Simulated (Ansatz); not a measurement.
Gas-phase electronic energies from Ansatz, PBE0-D4/def2-TZVP geometries. CCSD(T)/CBS adds triple-zeta CCSD(T) − MP2 to the extrapolated MP2 energy (def2 sets, frozen cores). This one scheme is used for every species. Functionals use def2-TZVPP. For Ga outer-core shells are correlated without core-valence functions, which leaves a few kJ/mol of doubt a bond. Scalar relativity is left out up to krypton. One conformer a species, not always the lowest.

Reaction (ligand exchange at a Ga–O bond): `[SiH3][O][GaH][SH]` + HCl → `[SH][GaH][Cl]` + `O[SiH3]`

`[SiH3][O][GaH][SH]`:

Z-matrix (Å, degrees):
```
Si
O 1 1.629
H 1 1.487 2 110.1
H 1 1.495 2 111.2 3 119.8
H 1 1.487 2 110.1 3 -120.4
Ga 2 1.781 1 139.7 3 -119.5
S 6 2.192 2 116.7 1 -0.0
H 6 1.547 2 118.3 1 180.0
H 7 1.345 6 93.3 2 -0.0
```

HCl:

Cartesian coordinates in Å:
```
Cl 0.633 0.087 -0.023
H -0.633 -0.087 0.023
```

`[SH][GaH][Cl]`:

Cartesian coordinates in Å:
```
S -1.608 -0.391 0.069
Ga 0.540 0.013 0.102
Cl 1.613 -1.137 1.551
H -1.839 0.493 -0.917
H 1.295 1.021 -0.804
```

`O[SiH3]`:

```xyz
6

O     0.766    0.683   -0.767
Si   -0.096   -0.187    0.335
H     0.362    0.854   -1.618
H    -1.375    0.489    0.689
H     0.766   -0.292    1.534
H    -0.423   -1.547   -0.173
```

Q: Is it downhill or uphill in electronic energy at CCSD(T)/CBS, and by how much? (Best estimate.)

A: Computed: Downhill: ΔE = -0.42 eV.

Q: What do these levels give: LDA (SPW92), revPBE-D4, B2PLYP, PBE-QIDH, BLYP, PBE0, r2SCAN0, RPA@PBE/def2-TZVPP, HF/def2-SVP, CCSD/def2-SVP, HF/def2-QZVPP, SCS-MP2/def2-QZVPP? (Estimate.)

A: Ansatz gave: LDA (SPW92) -0.44, revPBE-D4 -0.46, B2PLYP -0.45, PBE-QIDH -0.48, BLYP -0.48, PBE0 -0.54, r2SCAN0 -0.51, RPA@PBE/def2-TZVPP -0.35, HF/def2-SVP -0.51, CCSD/def2-SVP -0.36, HF/def2-QZVPP -0.52, SCS-MP2/def2-QZVPP -0.40 eV.

Q: What do rigid-rotor, harmonic-oscillator terms from PBE0-D4/def2-TZVP frequencies (298.15 K, 1 bar) make of the CCSD(T)/CBS value? (Estimate.)

A: The calculation gave: ΔZPE = +0.09 eV, ΔH = -0.36 eV, ΔS = 13 J/(mol·K), ΔG = -0.40 eV.

Largest T1 diagnostic among the species: 0.014.

In def2-TZVPP, CCSD(T) changes the Hartree–Fock value by +0.16 eV (the triples alone add +0.02 eV) and MP2 by +0.15 eV. At CCSD(T), def2-SVP lies +0.08 eV from the extrapolated value and def2-TZVPP +0.04 eV.
